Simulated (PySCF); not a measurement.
# Spin-rotation constants: `CC(=O)[C@@H](/C=C\Cl)CCl`, C₆H₈Cl₂O

Geometry:
```json
{"atom": "C1", "x (Å)": "2.148", "y (Å)": "0.087", "z (Å)": "0.321"}
{"atom": "C2", "x (Å)": "1.078", "y (Å)": "-0.537", "z (Å)": "-0.524"}
{"atom": "O3", "x (Å)": "1.281", "y (Å)": "-1.063", "z (Å)": "-1.586"}
{"atom": "C4", "x (Å)": "-0.333", "y (Å)": "-0.430", "z (Å)": "0.074"}
{"atom": "C5", "x (Å)": "-0.876", "y (Å)": "0.904", "z (Å)": "-0.345"}
{"atom": "C6", "x (Å)": "-0.987", "y (Å)": "1.968", "z (Å)": "0.433"}
{"atom": "Cl7", "x (Å)": "-0.514", "y (Å)": "1.998", "z (Å)": "2.089"}
{"atom": "C8", "x (Å)": "-1.207", "y (Å)": "-1.561", "z (Å)": "-0.457"}
{"atom": "Cl9", "x (Å)": "-2.876", "y (Å)": "-1.389", "z (Å)": "0.142"}
{"atom": "H10", "x (Å)": "1.838", "y (Å)": "1.072", "z (Å)": "0.661"}
{"atom": "H11", "x (Å)": "2.309", "y (Å)": "-0.534", "z (Å)": "1.201"}
{"atom": "H12", "x (Å)": "3.077", "y (Å)": "0.156", "z (Å)": "-0.238"}
{"atom": "H13", "x (Å)": "-0.275", "y (Å)": "-0.472", "z (Å)": "1.164"}
{"atom": "H14", "x (Å)": "-1.195", "y (Å)": "0.980", "z (Å)": "-1.374"}
{"atom": "H15", "x (Å)": "-1.394", "y (Å)": "2.906", "z (Å)": "0.092"}
{"atom": "H16", "x (Å)": "-1.243", "y (Å)": "-1.543", "z (Å)": "-1.546"}
{"atom": "H17", "x (Å)": "-0.838", "y (Å)": "-2.530", "z (Å)": "-0.120"}
```

Theory: GIAO BHandHLYP/pcSseg-1 magnetisability, rotational g tensor and spin-rotation constants, non-relativistic, gas phase (PySCF 2.14.0). Geometry: GFN2-xTB.

(1) Give the nuclear spin-rotation constants along the inertial axes (H = +C I·J) beside the isotropic shieldings.

Answers

(1) Rotational constants 1.1161, 0.9423, 0.5737 GHz. A star marks the isotopologue with that one atom substituted, in its own axes.
```csv
atom,isotope,Caa (kHz),Cbb (kHz),Ccc (kHz),mean (kHz),σ (ppm)
Cl7,35Cl,0.278,0.220,0.102,0.200,774.8
Cl9,35Cl,0.184,0.052,0.122,0.120,901.5
H10,1H,-0.020,-0.058,-0.059,-0.046,29.2
H11,1H,-0.121,-0.117,0.021,-0.073,29.8
H12,1H,-0.113,0.016,-0.063,-0.053,29.9
H13,1H,-0.104,-0.070,0.003,-0.057,27.9
H14,1H,-0.080,-0.109,0.029,-0.053,26.3
H15,1H,-0.096,-0.065,0.019,-0.048,25.4
H16,1H,-0.060,-0.093,-0.004,-0.052,27.9
H17,1H,-0.081,-0.087,-0.002,-0.057,28.3
C1,13C*,0.157,0.160,0.101,0.139,155.1
C2,13C*,0.534,0.516,0.161,0.404,-25.8
O3,17O*,-0.805,-0.794,-0.116,-0.572,-323.0
C4,13C*,0.231,0.165,0.124,0.173,130.9
C5,13C*,0.306,0.208,0.284,0.266,45.7
C6,13C*,0.295,0.211,0.278,0.262,47.7
C8,13C*,0.217,0.147,0.122,0.162,137.6
```
For the geometry as given, no vibrational averaging.
